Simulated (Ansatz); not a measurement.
A first, cheap relaxation of `BCBCC`.

```yaml
crystal:
  periodic: [false, false, false]
  atoms:
    - {symbol: B, position_ang: [-0.576400, 1.370200, 1.913500]}
    - {symbol: C, position_ang: [0.147200, 0.045800, 1.654900]}
    - {symbol: B, position_ang: [0.753500, 0.019400, 0.181400]}
    - {symbol: C, position_ang: [0.390800, -1.041600, -0.895800]}
    - {symbol: C, position_ang: [-0.295900, -0.369500, -2.122200]}
    - {symbol: H, position_ang: [-1.148200, 1.623200, 2.941700]}
    - {symbol: H, position_ang: [-0.685800, 2.239300, 1.059300]}
    - {symbol: H, position_ang: [-0.521000, -0.776800, 1.777600]}
    - {symbol: H, position_ang: [0.967000, -0.033000, 2.447200]}
    - {symbol: H, position_ang: [1.607000, 0.820300, -0.075100]}
    - {symbol: H, position_ang: [-0.440300, -1.742800, -0.425900]}
    - {symbol: H, position_ang: [1.217800, -1.638300, -1.195100]}
    - {symbol: H, position_ang: [0.394200, 0.336700, -2.604300]}
    - {symbol: H, position_ang: [-0.639500, -1.116000, -2.826900]}
    - {symbol: H, position_ang: [-1.192200, 0.212500, -1.800900]}
basis:
  gaussian: {orbitals: def2-SVP}
hamiltonian: {xc: pbe, dispersion: d4}
relax: {f_tol: 0.03, max_steps: 200}
```

```sh
$ ansatz run in.yaml --threads 4 --pin off --events-out ev --progress --plain --max-ram 10444MiB
```

Output, abridged:

```
Functional definition: PBE
mean field -4614.80634832 eV, -169.5910052727 hartree, gradient 3.0e-5 eV, S^2 0.000000; 0 other end points of the search recorded, 0 dependent functions left out
relax step   1: F+E_penalty+E_count = -4615.05930064 eV  Δ(F+E_penalty+E_count) = +0.000e0 eV  max|allowed force component| = 3.809e0 eV/Å  Δτ_max = 0.0000 Å  (27 SCF iters, accepted)
mean field -4615.09806222 eV, -169.6017255608 hartree, gradient 1.4e-5 eV, S^2 0.000000; 0 other end points of the search recorded, 0 dependent functions left out
relax step   2: F+E_penalty+E_count = -4615.35079770 eV  Δ(F+E_penalty+E_count) = -2.915e-1 eV  max|allowed force component| = 9.285e-1 eV/Å  Δτ_max = 0.1596 Å  (26 SCF iters, accepted)
mean field -4615.18593498 eV, -169.6049548252 hartree, gradient 9.3e-6 eV, S^2 0.000000; 0 other end points of the search recorded, 0 dependent functions left out
relax step   3: F+E_penalty+E_count = -4615.43763087 eV  Δ(F+E_penalty+E_count) = -8.683e-2 eV  max|allowed force component| = 4.330e-1 eV/Å  Δτ_max = 0.1010 Å  (28 SCF iters, accepted)
mean field -4615.24146131 eV, -169.6069953800 hartree, gradient 2.4e-5 eV, S^2 0.000000; 0 other end points of the search recorded, 0 dependent functions left out
relax step   4: F+E_penalty+E_count = -4615.49352567 eV  Δ(F+E_penalty+E_count) = -5.589e-2 eV  max|allowed force component| = 2.656e-1 eV/Å  Δτ_max = 0.2000 Å  (26 SCF iters, accepted)
mean field -4615.28648241 eV, -169.6086498750 hartree, gradient 7.2e-6 eV, S^2 0.000000; 0 other end points of the search recorded, 0 dependent functions left out
relax step   5: F+E_penalty+E_count = -4615.53956742 eV  Δ(F+E_penalty+E_count) = -4.604e-2 eV  max|allowed force component| = 2.191e-1 eV/Å  Δτ_max = 0.1999 Å  (27 SCF iters, accepted)
mean field -4615.30105484 eV, -169.6091854021 hartree, gradient 2.1e-5 eV, S^2 0.000000; 0 other end points of the search recorded, 0 dependent functions left out
relax step   6: F+E_penalty+E_count = -4615.55429543 eV  Δ(F+E_penalty+E_count) = -1.473e-2 eV  max|allowed force component| = 4.154e-1 eV/Å  Δτ_max = 0.1947 Å  (27 SCF iters, accepted)
mean field -4615.33107852 eV, -169.6102887517 hartree, gradient 1.1e-5 eV, S^2 0.000000; 0 other end points of the search recorded, 0 dependent functions left out
relax step   7: F+E_penalty+E_count = -4615.58236178 eV  Δ(F+E_penalty+E_count) = -2.807e-2 eV  max|allowed force component| = 1.951e-1 eV/Å  Δτ_max = 0.1999 Å  (27 SCF iters, accepted)
mean field -4615.34956257 eV, -169.6109680283 hartree, gradient 1.6e-5 eV, S^2 0.000000; 0 other end points of the search recorded, 0 dependent functions left out
relax step   8: F+E_penalty+E_count = -4615.60013347 eV  Δ(F+E_penalty+E_count) = -1.777e-2 eV  max|allowed force component| = 1.208e-1 eV/Å  Δτ_max = 0.2000 Å  (26 SCF iters, accepted)
mean field -4615.32864334 eV, -169.6101992607 hartree, gradient 2.5e-5 eV, S^2 0.000000; 0 other end points of the search recorded, 0 dependent functions left out
relax step   9: F+E_penalty+E_count = -4615.57716141 eV  Δ(F+E_penalty+E_count) = +2.297e-2 eV  max|allowed force component| = 7.171e-1 eV/Å  Δτ_max = 0.1981 Å  (26 SCF iters, rejected (line search))
mean field -4615.35950656 eV, -169.6113334629 hartree, gradient 1.0e-5 eV, S^2 0.000000; 0 other end points of the search recorded, 0 dependent functions left out
relax step  10: F+E_penalty+E_count = -4615.60943469 eV  Δ(F+E_penalty+E_count) = -9.301e-3 eV  max|allowed force component| = 6.651e-2 eV/Å  Δτ_max = 0.0973 Å  (27 SCF iters, accepted)
mean field -4615.36659990 eV, -169.6115941386 hartree, gradient 1.0e-5 eV, S^2 0.000000; 0 other end points of the search recorded, 0 dependent functions left out
relax step  11: F+E_penalty+E_count = -4615.61605280 eV  Δ(F+E_penalty+E_count) = -6.618e-3 eV  max|allowed force component| = 8.841e-2 eV/Å  Δτ_max = 0.0964 Å  (27 SCF iters, accepted)
mean field -4615.37304857 eV, -169.6118311226 hartree, gradient 1.1e-5 eV, S^2 0.000000; 0 other end points of the search recorded, 0 dependent functions left out
relax step  12: F+E_penalty+E_count = -4615.62206531 eV  Δ(F+E_penalty+E_count) = -6.013e-3 eV  max|allowed force component| = 2.307e-1 eV/Å  Δτ_max = 0.1483 Å  (27 SCF iters, accepted)
mean field -4615.37665424 eV, -169.6119636285 hartree, gradient 1.0e-5 eV, S^2 0.000000; 0 other end points of the search recorded, 0 dependent functions left out
relax step  13: F+E_penalty+E_count = -4615.62547491 eV  Δ(F+E_penalty+E_count) = -3.410e-3 eV  max|allowed force component| = 2.350e-1 eV/Å  Δτ_max = 0.0700 Å  (27 SCF iters, accepted)
mean field -4615.38182264 eV, -169.6121535640 hartree, gradient 1.6e-5 eV, S^2 0.000000; 0 other end points of the search recorded, 0 dependent functions left out
relax step  14: F+E_penalty+E_count = -4615.63087031 eV  Δ(F+E_penalty+E_count) = -5.395e-3 eV  max|allowed force component| = 1.249e-1 eV/Å  Δτ_max = 0.1877 Å  (27 SCF iters, accepted)
mean field -4615.38310158 eV, -169.6122005640 hartree, gradient 9.6e-6 eV, S^2 0.000000; 0 other end points of the search recorded, 0 dependent functions left out
relax step  15: F+E_penalty+E_count = -4615.63225635 eV  Δ(F+E_penalty+E_count) = -1.386e-3 eV  max|allowed force component| = 9.622e-2 eV/Å  Δτ_max = 0.0369 Å  (29 SCF iters, accepted)
mean field -4615.38292091 eV, -169.6121939247 hartree, gradient 9.6e-6 eV, S^2 0.000000; 0 other end points of the search recorded, 0 dependent functions left out
relax step  16: F+E_penalty+E_count = -4615.63209544 eV  Δ(F+E_penalty+E_count) = +1.609e-4 eV  max|allowed force component| = 8.320e-2 eV/Å  Δτ_max = 0.0149 Å  (29 SCF iters, rejected (line search))
mean field -4615.38357550 eV, -169.6122179803 hartree, gradient 2.0e-5 eV, S^2 0.000000; 0 other end points of the search recorded, 0 dependent functions left out
relax step  17: F+E_penalty+E_count = -4615.63266322 eV  Δ(F+E_penalty+E_count) = -4.069e-4 eV  max|allowed force component| = 2.426e-2 eV/Å  Δτ_max = 0.0074 Å  (22 SCF iters, accepted)
mean field -4615.38357550 eV, -169.6122179803 hartree, gradient 2.0e-5 eV, S^2 0.000000; 1 other end points of the search recorded, 0 dependent functions left out
Total energy: -4615.63270356 eV, -169.6213732675 hartree
Atom 0 at    -0.566895     1.260445     2.138395 Å, force    -0.020049     0.017927    -0.017204 eV/Å
Atom 1 at     0.344225     0.075342     1.715719 Å, force    -0.000558    -0.010805     0.004424 eV/Å
Atom 2 at     0.538805     0.195039     0.155295 Å, force    -0.004633    -0.005049     0.012238 eV/Å
Atom 3 at     0.015674    -0.899159    -0.838159 Å, force     0.002937     0.000250     0.003985 eV/Å
Atom 4 at    -0.193147    -0.490386    -2.301030 Å, force    -0.002066    -0.001075    -0.013424 eV/Å
Atom 5 at    -1.731356     1.079801     2.454835 Å, force     0.024265     0.003381     0.003732 eV/Å
Atom 6 at    -0.143487     2.403409     2.111551 Å, force    -0.004521    -0.012641     0.006594 eV/Å
Atom 7 at    -0.016241    -0.923163     2.030695 Å, force     0.007323     0.002887    -0.000284 eV/Å
Atom 8 at     1.362543     0.312081     2.108319 Å, force     0.000879    -0.002255     0.000289 eV/Å
Atom 9 at     1.160252     1.154734    -0.280433 Å, force    -0.002207     0.003126     0.003226 eV/Å
Atom 10 at    -0.871487    -1.429435    -0.424816 Å, force    -0.000245     0.002995     0.000354 eV/Å
Atom 11 at     0.830108    -1.669929    -0.773533 Å, force    -0.004639     0.005208     0.000647 eV/Å
Atom 12 at     0.716692    -0.015184    -2.721351 Å, force     0.000841    -0.000942    -0.001378 eV/Å
Atom 13 at    -0.452294    -1.352878    -2.948872 Å, force     0.002295    -0.001135    -0.001614 eV/Å
Atom 14 at    -1.015193     0.248684    -2.397215 Å, force     0.000378    -0.001872    -0.001584 eV/Å
Dipole moment:     0.099109    -0.237761    -0.038474 e Å
```

Hardware: 4 threads of an Arm Neoverse V1 on a shared host. Wall time 22 s, peak host memory 0.16 GiB.
